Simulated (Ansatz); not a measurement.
NbSeBr₃: single points at one geometry.

```yaml
crystal:
  periodic: [false, false, false]
  atoms:
    - {symbol: Nb, position_ang: [-0.000023, 0.000002, -0.000960]}
    - {symbol: Se, position_ang: [0.011570, -0.014688, 2.249373]}
    - {symbol: Br, position_ang: [2.291426, 0.010192, -0.761058]}
    - {symbol: Br, position_ang: [-1.155996, 1.989938, -0.730678]}
    - {symbol: Br, position_ang: [-1.146977, -1.985445, -0.756677]}
basis:
  gaussian: {orbitals: def2-TZVPD, initial_orbitals: start.molden}
hamiltonian: {xc: pbe0, dispersion: d4}
scf: {omitted_lower_state_checks: [starts]}
output: {orbitals: {seedname: orbitals}}
```

The file start.molden holds the orbitals of an earlier run on this structure, at another level or in another basis.

```sh
$ ansatz run in.yaml --threads 2 --pin off --events-out ev --progress --plain --max-ram 32768MiB --backend cpu
```

Output, abridged:

```
Functional definition: PBE0
2240 factors; their error is unknown
mean field evaluation 1: about -277012.7392 eV, gradient 1.1e1 eV
mean field evaluation 2: about -277012.7721 eV, gradient 7.7e-2 eV
mean field evaluation 4: about -277014.0136 eV, gradient 3.6e-4 eV
mean field -277014.01361296 eV, -10180.0772334338 hartree, gradient 1.4e-5 eV, S^2 0.000000; 0 other end points of the search recorded, 0 dependent functions left out
reference -277014.01365758 eV, -10180.0772350736 hartree; 76, 76 occupied and 192, 192 virtual orbitals, 2240 factors
Total energy: -277014.27853410 eV, -10180.0869691063 hartree
Checks for a lower state left out: starts
```

Run time 19 s (2 threads of AMD EPYC 7R13 on a shared host), peak host memory 1.7 GiB.

First input, but with `gaussian: {orbitals: def2-SVP, initial_orbitals: start.molden}`, `hamiltonian: {xc: pbe, dispersion: d4}` (abridged; 3.3 s):

```
Functional definition: PBE
mean field -276972.19147496 eV, -10178.5402982106 hartree, gradient 1.2e-5 eV, S^2 0.000000
Total energy: -276972.49045704 eV, -10178.5512855994 hartree
Checks for a lower state left out: starts
```

First input, but with `hamiltonian: {xc: {name: wB97X-V}}` (abridged; 43 s):

```
Functional definition: wB97X-V
mean field -277019.51806474 eV, -10180.2795183058 hartree, gradient 2.3e-5 eV, S^2 0.000000
Total energy: -277019.51806190 eV, -10180.2795182014 hartree
Checks for a lower state left out: starts
```

The first input with `hamiltonian: {xc: pbe, dispersion: d4}` (abridged; 9 s):

```
Functional definition: PBE
mean field -277006.05466502 eV, -10179.7847474920 hartree, gradient 3.3e-5 eV, S^2 0.000000
Total energy: -277006.35364944 eV, -10179.7957349667 hartree
Checks for a lower state left out: starts
```

The first input with `gaussian: {orbitals: def2-TZVP, initial_orbitals: start.molden}`, `hamiltonian: {xc: pbe, dispersion: d4}`, `output: {forces: true, orbitals: {seedname: orbitals}}` (abridged; 7.5 s):

```
Functional definition: PBE
mean field -277006.02062625 eV, -10179.7834965901 hartree, gradient 1.0e-5 eV, S^2 0.000000
Total energy: -277006.31959490 eV, -10179.7944834856 hartree
Atom 0 force    -0.002755     0.003304    -0.504586 eV/Å
Atom 1 force     0.003209    -0.004300     0.658457 eV/Å
Atom 2 force     0.180934     0.000743    -0.052397 eV/Å
Atom 3 force    -0.091058     0.157114    -0.049709 eV/Å
Atom 4 force    -0.090331    -0.156860    -0.051765 eV/Å
Dipole moment:    -0.000618     0.000796    -0.121962 e Å
Checks for a lower state left out: starts
```

First input, but with `gaussian: {orbitals: STO-3G}`, `hamiltonian: {xc: hf}` (abridged; 2.5 s):

```
Functional definition: HF
mean field -373446.85547302 eV, -13723.9188072631 hartree, gradient 2.6e-5 eV, S^2 0.000000
Total energy: -373446.85547302 eV, -13723.9188072631 hartree
Checks for a lower state left out: starts
```

The first input with `gaussian: {orbitals: def2-TZVP, initial_orbitals: start.molden}`, `hamiltonian: {xc: pbe}`, `correlation: {method: rpa}` and without the key `output` (abridged; 14 s):

```
Functional definition: PBE
mean field -277006.02060760 eV, -10179.7834959047 hartree, gradient 8.4e-6 eV, S^2 0.000000
36 core orbitals not correlated: weight in the atoms' cores, before any rotation towards them, 1.000 or more for the frozen orbitals, at most 0.000 for the correlated occupied ones
Total energy: -276896.36089768 eV, -10175.7535758952 hartree
Checks for a lower state left out: starts
```

Geometry: PBE0-D4/def2-SVP.

In the def2 sets Nb takes a core potential, while STO-3G treats all electrons; there is no spin–orbit coupling. Correlated methods freeze 36 core orbitals; core or outer-core shells of Nb, Se, Br are correlated, in sets that lack core-valence functions. The restricted singlet is unstable towards broken spin symmetry in Hartree–Fock (as tested in another run); at PBE0-D4/def2-TZVPD, PBE-D4/def2-SVP, ωB97X-V/def2-TZVPD, PBE-D4/def2-TZVPD and others this wasn't settled.
